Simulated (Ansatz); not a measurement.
Species: C₂H₅Cl₂Si, net charge 0, doublet state. It need not be the lowest isomer of its formula. 
Geometry from a B3LYP-D3(BJ)/def2-TZVP (Ansatz, a program for electronic structure) optimisation:
```
Si
C 1 1.8263
H 2 1.0833 1 122.23
H 2 1.0840 3 115.49 1 180.00
C 1 1.8525 2 113.67 3 180.00
H 5 1.0902 1 110.54 2 -180.00
H 5 1.0916 6 108.49 1 121.00
H 5 1.0916 6 108.49 7 118.01
Cl 1 2.0700 2 108.79 3 -58.04
Cl 1 2.0700 2 108.79 3 58.04
```
Charge 0, spin multiplicity 2.

Basis-set convergence of Hartree-Fock and CCSD(T) correlation energies (hartree) with Ansatz. Cores are frozen in the correlated levels unless marked. Open shells are spin-unrestricted. Spin-orbit coupling is left out. No relativistic terms.

| basis | functions | E(HF) | E(corr, CCSD(T)) |
|---|---|---|---|
| cc-pV(D+d)Z | 122 | -1286.69210 | -0.70662 |
| cc-pV(T+d)Z | 247 | [?] | [?] |

**Question.** Some entries are withheld; supply them.

**Answer.** 
- cc-pV(T+d)Z, E(HF): -1286.76360
- cc-pV(T+d)Z, E(corr, CCSD(T)): -0.91233
